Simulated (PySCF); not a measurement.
## O(2+): excitation energy

O(2+) [He] 2s2 2p2 (3P) → O(2+) [He] 2s1 2p2 3d1 (high-spin determinant), as a difference of total energies. All numbers are calculated (PySCF 2.14, the non-relativistic Hamiltonian (point nucleus), in aug-cc-pVTZ with one added diffuse shell each of s, p, d, f type (6s5p4d3f, 62 functions)). Correlated levels: valence: 1s2 frozen. The calculations carry no spin-orbit coupling.

| method | excitation energy (cm⁻¹) |
| --- | --- |
| UHF | 378130 |
| MP2 (valence) | 390680 |
| SCS-MP2 (valence) | 394160 |
| CCSD (valence) | 393650 |
| CCSD(T) (valence) | 393540 |

A first-order spin-orbit estimate (lowest level to lowest level, LS coupling) adds 0.006 eV.

The promoted electron is Rydberg-like, and one or two diffuse shells describe it only roughly, which tends to raise the upper state.

The coupled-cluster amplitudes are large for the upper state (T1 above 0.03 or a double amplitude above 0.15), so a single reference is strained.

The determinant of the upper state mixes LS terms, which raises its energy above the lowest term, most at the Hartree-Fock and MP2 levels.
